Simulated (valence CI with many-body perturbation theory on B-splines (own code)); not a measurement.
## Energy levels of Ca14+

Method: configuration interaction combined with many-body perturbation theory (CI+MBPT): four valence electrons over a frozen Dirac-Fock core [He], radial functions for each j: 11 s, 11 p, 9 d, 7 f, 5 g, 2 h, 1 i, with the one-electron correlation potential Σ1 (screened to all orders), the two-electron term Σ2, the three-electron term Σ3, Breit, model QED; selected single and double excitations, second order for the rest (own B-spline code, finite nucleus).

No measured spectrum was set against this ion. As an estimate, levels of excited configurations hold to 0.05 to 0.15 % of their energy, terms of the ground configuration to about 0.5 %.

Levels 1 to 45 of 93, with energies above the lowest level, 2s2 2p2 3P_0. "Leading %" is the weight of the configuration and term that name the level; weights of strongly mixed levels are sums over their largest components and can fall short. Lifetimes count E1, E2, E3, M1 and M2 decay at the calculated energies, and are blank where another channel may lead or the interval is too uncertain; long ones can be off by a factor of two.

```csv
No.,Configuration,Term,J,E (× 10³ cm⁻¹),Leading %,g,Lifetime
1,2s2 2p2,3P,0,0.00,96,,
2,2s2 2p2,3P,1,17.55,99,1.499,10.6 ms
3,2s2 2p2,3P,2,35.91,93,1.471,12.6 ms
4,2s2 2p2,1D,2,108.72,93,1.026,723 μs
5,2s2 2p2,1S,0,197.87,93,,107 μs
6,2s 2p3,5S°,2,275.85,99,1.997,180 ns
7,2s 2p3,3D°,2,496.75,94,1.183,203 ps
8,2s 2p3,3D°,1,497.67,96,0.533,185 ps
9,2s 2p3,3D°,3,500.30,100,1.332,235 ps
10,2s 2p3,3P°,0,581.92,100,,83.4 ps
11,2s 2p3,3P°,1,582.99,96,1.470,84.0 ps
12,2s 2p3,3P°,2,585.85,93,1.477,90.2 ps
13,2s 2p3,3S°,1,729.30,94,1.943,15.8 ps
14,2s 2p3,1D°,2,730.09,98,1.004,30.6 ps
15,2s 2p3,1P°,1,814.88,94,1.048,19.2 ps
16,2p4,3P,2,1107.8,95,1.482,26.4 ps
17,2p4,3P,1,1134.2,99,1.499,24.9 ps
18,2p4,3P,0,1140.3,96,,24.6 ps
19,2p4,1D,2,1195.5,95,1.015,42.8 ps
20,2p4,1S,0,1351.5,93,,20.9 ps
21,2s2 2p 3s,3P°,0,4079.9,96,,1.53 ps
22,2s2 2p 3s,3P°,1,4085.0,82,1.428,1.39 ps
23,2s2 2p 3s,3P°,2,4116.1,96,1.499,1.49 ps
24,2s2 2p 3s,1P°,1,4134.2,82,1.068,952 fs
25,2s2 2p 3p,3D,1,4205.8,53,0.747,61.2 ps
26,2s2 2p 3p,3D,1,4228.1,37,1.003,33.4 ps
27,2s2 2p 3p,3D,2,4229.4,90,1.174,50.3 ps
28,2s2 2p 3p,3P,0,4250.2,86,,9.82 ps
29,2s2 2p 3p,3D,3,4255.4,95,1.333,56.4 ps
30,2s2 2p 3p,3S,1,4257.5,39,1.542,16.7 ps
31,2s2 2p 3p,3P,1,4270.9,50,1.704,12.2 ps
32,2s2 2p 3p,3P,2,4276.2,80,1.458,10.4 ps
33,2s2 2p 3p,1D,2,4314.5,89,1.031,28.9 ps
34,2s 2p2 3s,5P,1,4353.4,98,2.493,2.01 ps
35,2s2 2p 3p,1S,0,4361.5,92,,11.0 ps
36,2s2 2p 3d,3F°,2,4363.7,73,0.751,1.48 ps
37,2s 2p2 3s,5P,2,4367.0,98,1.831,1.96 ps
38,2s2 2p 3d,3F°,3,4378.9,87,1.098,1.35 ps
39,2s 2p2 3s,5P,3,4383.6,98,1.663,1.90 ps
40,2s2 2p 3d,1D°,2,4385.1,52,1.047,338 fs
41,2s2 2p 3d,3F°,4,4401.4,96,1.249,1.06 ns
42,2s2 2p 3d,3D°,1,4402.5,75,0.690,153 fs
43,2s2 2p 3d,3D°,2,4413.1,44,1.173,209 fs
44,2s 2p2 3s,3P,0,4424.7,89,,1.24 ps
45,2s2 2p 3d,3D°,3,4425.6,86,1.305,153 fs
```

Names give the largest LS component (configuration and term), which can be under half, so a name can repeat, a term be missing and a line seem to break the LS rules; names also repeat where a configuration has a term twice.

The ionisation energy to 2s2 2p 2P°_1/2 of the next ion comes out as 894.68 eV (NIST: 894 ± 0.4 eV (semi-empirical)). All 93 levels together are meant to be complete up to 4712.6 × 10³ cm⁻¹.
